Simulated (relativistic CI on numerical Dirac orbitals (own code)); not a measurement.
## A ladder of approximations for the levels of Ge2+

Calculated with a relativistic CI code on KLI orbitals (one set per configuration, finite nucleus), adding one ingredient at a time: step 1, Dirac-Coulomb, each configuration alone; step 2, with Breit and QED terms; step 3, with configuration mixing; step 4, with scaled Slater integrals (0.85); step 5, with a P86 correlation estimate; step 6, tied to the ionisation limit. P86 is a density functional for the correlation energy, evaluated here for each configuration and added to its levels. Step 6 is semi-empirical: configurations made of the next ion and one excited electron move by 3846 cm⁻¹, so that their limit matches the tabulated ionisation energy, and those with a non-penetrating f or g electron also take the P86 value of the least penetrating other one.

CI space (outside the closed core [Ar] 3d10): 4s2, 4s.4p, 4p2, 4s.5s, 4s.4d, 4s.5p, 4s.4f, 4s.6s, 4s.5d, 4s.7s, 4s.5g, 4s.6d, 4p.4d, 4s.8s, 4s.6g, 4d2.

Computed minus measured energy above the ground level, in cm⁻¹, for 26 of the 44 excited levels that pair in every step (one J of a term; a digit in brackets numbers repeated terms):

```csv
Configuration,Term,J,Measured,Step 1,Step 2,Step 3,Step 4,Step 5,Step 6
4s.4p,3P°,0,61734,-10757,-10830,-4392,-4474,-3644,190
4s.4p,1P°,1,91873,947,840,1968,-2902,-2003,1756
4p2,1D,2,144975,4464,4237,-6863,-6156,-4241,-3072
4p2,3P,0,147685,-10731,-10915,-4430,-5260,-3821,-3821
4s.5s,3S,1,158565,-12297,-12429,-5211,-6771,-3536,309
4s.4d,3D,1,162840,-11960,-12135,-4910,-6467,-3657,188
4s.5s,1S,0,163533,-10070,-10201,-3401,-5990,-2748,1085
4s.5p,3P°,0,181859,-12983,-13129,-6038,-7667,-3866,-30
4s.5p,1P°,1,184298,-10938,-11093,-2950,-5258,-1482,2361
4s.4f,3F°,2,210446,-13326,-13498,-7744,-9099,-1635,529
4s.4f,1F°,3,210537,-12715,-12888,-7641,-9082,-1553,666
4s.6s,3S,1,211140,-14133,-14288,-7034,-8772,-3697,148
4s.6s,1S,0,212662,-13216,-13371,-6092,-8181,-3110,734
4s.5d,3D,1,213123,-14049,-14222,-6971,-8706,-4086,-241
4s.5d,1D,2,215577,-13961,-14138,-4184,-7004,-2505,1221
4s.7s,3S,1,234432,-14717,-14880,-7629,-9415,-3688,157
4s.5g,3G,3,234916,-14972,-15143,-7900,-9729,-2095,263
4s.5g,1G,4,234920,-14958,-15129,-7897,-9726,-2093,265
4s.7s,1S,0,235100,-14217,-14380,-7063,-9016,-3292,552
4s.6d,3D,1,235436,-14602,-14774,-7522,-9310,-3850,-5
4s.6d,1D,2,236248,-14284,-14457,-5998,-8275,-2879,927
4p.4d,1D°,2,237851,-14791,-15099,-7614,-8365,-5355,-5318
4s.8s,3S,1,246875,-14948,-15114,-7864,-9669,-3523,323
4s.6g,3G,3,247084,-15068,-15239,-7996,-9825,-2191,167
4s.6g,1G,4,247087,-15055,-15225,-7993,-9822,-2188,169
4p.4d,1P°,1,262715,-15471,-15778,-3350,-9096,-6185,-6097
```

Mean absolute errors in cm⁻¹, over all paired levels and for the first 12 configurations:

```
Configuration, levels  Step 1  Step 2  Step 3  Step 4  Step 5  Step 6
              all, 44   12788   12946    6136    7786    3191    1015
             4s.4p, 4    8312    8356    3823    4134    3286     528
               4p2, 5    9130    9255    4320    5362    3828    3583
             4s.5s, 2   11183   11315    4306    6381    3142     697
             4s.4d, 3   11962   12142    4917    6476    3666     179
             4s.5p, 3   12299   12450    5004    6860    3067     803
             4s.4f, 4   13197   13370    7703    9093    1602     585
             4s.6s, 2   13674   13830    6563    8476    3404     441
             4s.5d, 4   14029   14205    6278    8284    3695     490
             4s.7s, 2   14467   14630    7346    9215    3490     354
             4s.5g, 4   14970   15140    7900    9729    2096     262
             4s.6d, 4   14525   14698    7144    9055    3610     238
             4p.4d, 2   15131   15439    5482    8730    5770    5707
```

Measured levels: Sugar and Musgrove, J. Phys. Chem. Ref. Data 22, 1213 (1993).

The mean absolute error is lowest at step 6 (1015 cm⁻¹), and the largest single drop is from step 2 to 3 (12946 to 6136). Mixing lowers the ground level by 7243, with 4p2 as its largest admixture; relative to it the configurations that move most are 4p.4d by +9956, 4s.5d by +7927, 4s.6d by +7554. Configurations whose own partners of that kind are not in the list rise by much of that lowering, so a short list can trade one imbalance for another. The P86 estimate moves 4s.6g by +7634, 4s.5g by +7634, 4s.4f by +7492, and takes the mean absolute error of the excited configurations from 7786 to 3191. Step 6 takes that error from 3191 to 1015; the error more than halves for 4s.4p, 4s.5s, 4s.4d, 4s.5p, 4s.6s, 4s.5d, 4s.7s, 4s.6d; 4s.4f, 4s.5g, 4s.6g gain from the shift and the changed P86 value together.
